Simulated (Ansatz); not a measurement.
`N#C[CH2][GeH2][F]`. Charge 0, multiplicity 1. All single points use the PBE0-D4/def2-TZVP geometry. It is one conformer, not always the lowest.

```xyz
9

N    -1.528    2.238    0.524
C    -1.134    1.158    0.579
C    -0.591   -0.177    0.596
Ge    0.900   -0.326   -0.683
F     1.414   -1.982   -0.526
H    -1.358   -0.904    0.322
H    -0.220   -0.425    1.593
H     0.430   -0.136   -2.127
H     2.086    0.553   -0.277
```

Question: What is the dipole moment at r2SCAN/def2-TZVPP? (Best estimate.)

Answer: The calculation gave: 2.02 D, with components (0.89, -1.81, -0.10) D in this frame, pointing from negative to positive charge.

Question: And with PBE, B3LYP, ωB97M-V? (Best estimate.)

Answer: Computed: PBE 1.98 D, B3LYP 1.91 D, ωB97M-V 1.91 D.

Question: Give the Mulliken charges with r2SCAN, PBE, B3LYP in def2-TZVPP. (Estimate.)

Answer: Computed: 
```
atom  r2SCAN    PBE  B3LYP
  N1   -0.06   0.06   0.01
  C2   -0.21  -0.33  -0.25
  C3   -0.11  -0.15  -0.19
 Ge4    0.53   0.49   0.53
  F5   -0.38  -0.34  -0.39
  H6    0.11   0.13   0.14
  H7    0.11   0.13   0.14
  H8    0.00   0.00   0.01
  H9    0.00   0.00   0.01
```

B3LYP here is the variant with VWN-RPA as its local correlation; programs differ in this.
